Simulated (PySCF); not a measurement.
## Basis-set dependence of population analyses: `N[SiH]1N[SiH2]N1`

H7N3Si2.
Cartesian coordinates in Å at the PBE0-D3(BJ)/def2-SVP level; atoms count from 1:
```xyz
12
H7N3Si2 angstrom
N      2.1246    0.3229   -0.2759
Si     0.6661   -0.5367   -0.0337
N     -0.6798   -0.2078   -1.1050
Si    -1.7430    0.2809    0.1856
N     -0.3880    0.0132    1.2484
H      3.0195   -0.1364   -0.3763
H      2.1782    1.3294   -0.3681
H      1.1150   -1.9599    0.0287
H     -0.8230   -0.3890   -2.0868
H     -2.9358   -0.5968    0.4127
H     -2.2538    1.6894    0.1258
H     -0.2389    0.1611    2.2347
```

PBE0 throughout (PySCF), one geometry, spherical d and f functions. One conformer (not necessarily the lowest) at the PBE0-D3(BJ)/def2-SVP geometry, without solvent, vibrations or thermal averaging. Atoms taken as equivalent share a column and are averaged. The first 7 of 9 kinds of atom are listed.

Mulliken charges (e):

```csv
basis,functions,N1,Si2,N3/N5,Si4,H6/H7,H8,H9/H12
STO-3G,40,-0.608,+0.958,-0.673,+0.781,+0.169,-0.152,+0.160
6-31G,67,-1.008,+1.297,-1.141,+1.065,+0.342,-0.154,+0.348
pcSseg-0,67,-1.070,+1.548,-1.298,+1.185,+0.326,-0.135,+0.339
6-31G*,92,-0.917,+0.868,-0.856,+0.688,+0.354,-0.109,+0.346
cc-pVDZ,113,-0.298,+0.548,-0.414,+0.450,+0.106,-0.095,+0.095
def2-SVP,113,-0.404,+0.704,-0.549,+0.611,+0.138,-0.126,+0.137
aug-cc-pVDZ,186,-0.349,+0.997,-0.482,-0.166,-0.059,+0.283,-0.135
"6-311+G(2d,p)",193,-0.862,+1.519,-1.156,+0.985,+0.233,-0.085,+0.228
def2-TZVP,209,-0.636,+0.613,-0.584,+0.437,+0.240,-0.057,+0.221
cc-pVTZ,256,-0.346,+0.384,-0.354,+0.317,+0.144,-0.070,+0.138
IGLO-III,263,-0.677,+1.202,-0.824,+0.981,+0.183,-0.198,+0.177
```

IAO charges (e):

```json
{"basis": "STO-3G", "functions": "40", "N1": "-0.704", "Si2": "+1.087", "N3/N5": "-0.817", "Si4": "+0.904", "H6/H7": "+0.198", "H8": "-0.141", "H9/H12": "+0.189"}
{"basis": "6-31G", "functions": "67", "N1": "-0.821", "Si2": "+1.077", "N3/N5": "-0.916", "Si4": "+0.859", "H6/H7": "+0.274", "H8": "-0.133", "H9/H12": "+0.275"}
{"basis": "pcSseg-0", "functions": "67", "N1": "-0.800", "Si2": "+1.118", "N3/N5": "-0.915", "Si4": "+0.882", "H6/H7": "+0.260", "H8": "-0.146", "H9/H12": "+0.260"}
{"basis": "6-31G*", "functions": "92", "N1": "-0.838", "Si2": "+1.188", "N3/N5": "-0.958", "Si4": "+0.987", "H6/H7": "+0.269", "H8": "-0.170", "H9/H12": "+0.268"}
{"basis": "cc-pVDZ", "functions": "113", "N1": "-0.832", "Si2": "+1.179", "N3/N5": "-0.947", "Si4": "+0.978", "H6/H7": "+0.266", "H8": "-0.170", "H9/H12": "+0.266"}
{"basis": "def2-SVP", "functions": "113", "N1": "-0.826", "Si2": "+1.195", "N3/N5": "-0.948", "Si4": "+0.996", "H6/H7": "+0.262", "H8": "-0.178", "H9/H12": "+0.261"}
{"basis": "aug-cc-pVDZ", "functions": "186", "N1": "-0.864", "Si2": "+1.189", "N3/N5": "-0.971", "Si4": "+0.988", "H6/H7": "+0.279", "H8": "-0.165", "H9/H12": "+0.278"}
{"basis": "6-311+G(2d,p)", "functions": "193", "N1": "-0.873", "Si2": "+1.222", "N3/N5": "-0.991", "Si4": "+1.024", "H6/H7": "+0.279", "H8": "-0.173", "H9/H12": "+0.279"}
{"basis": "def2-TZVP", "functions": "209", "N1": "-0.873", "Si2": "+1.236", "N3/N5": "-0.991", "Si4": "+1.034", "H6/H7": "+0.277", "H8": "-0.179", "H9/H12": "+0.276"}
{"basis": "cc-pVTZ", "functions": "256", "N1": "-0.867", "Si2": "+1.222", "N3/N5": "-0.982", "Si4": "+1.018", "H6/H7": "+0.276", "H8": "-0.176", "H9/H12": "+0.275"}
{"basis": "IGLO-III", "functions": "263", "N1": "-0.876", "Si2": "+1.232", "N3/N5": "-0.994", "Si4": "+1.032", "H6/H7": "+0.279", "H8": "-0.176", "H9/H12": "+0.278"}
```

Problem. Which scheme is steadiest as the basis changes?

Solution. Largest range over the bases for any column: IAO 0.18 e, Mulliken 1.35 e. IAO charges move least and Mulliken charges most, counted in e. Without the minimal STO-3G basis the ranges are IAO 0.17, Mulliken 1.35 e.

Problem. How much do the charges still move between the two largest bases, cc-pVTZ and IGLO-III?

Solution. At most, over all atoms: Mulliken 0.819 e, IAO 0.014 e.

Problem. What do the same runs give for the total energy, the frontier levels and the dipole moment?

Solution. 
```tsv
basis	energy (Eh)	HOMO (eV)	LUMO (eV)	μ (D)
STO-3G	-738.2039	-2.77	6.80	0.77
6-31G	-746.9419	-6.53	0.60	1.36
pcSseg-0	-746.0482	-6.57	0.73	1.45
6-31G*	-747.0818	-6.52	0.71	1.58
cc-pVDZ	-747.1190	-6.56	0.78	1.60
def2-SVP	-746.8248	-6.63	0.83	1.60
aug-cc-pVDZ	-747.1477	-6.89	-0.15	1.30
6-311+G(2d,p)	-747.2181	-6.91	-0.10	1.35
def2-TZVP	-747.2399	-6.87	0.28	1.44
cc-pVTZ	-747.2329	-6.82	0.42	1.47
IGLO-III	-747.2438	-6.88	0.32	1.37
```

The dipole is fixed by the density alone, so its range of 0.83 D shows that the density itself changes with the basis, not only its division among atoms.
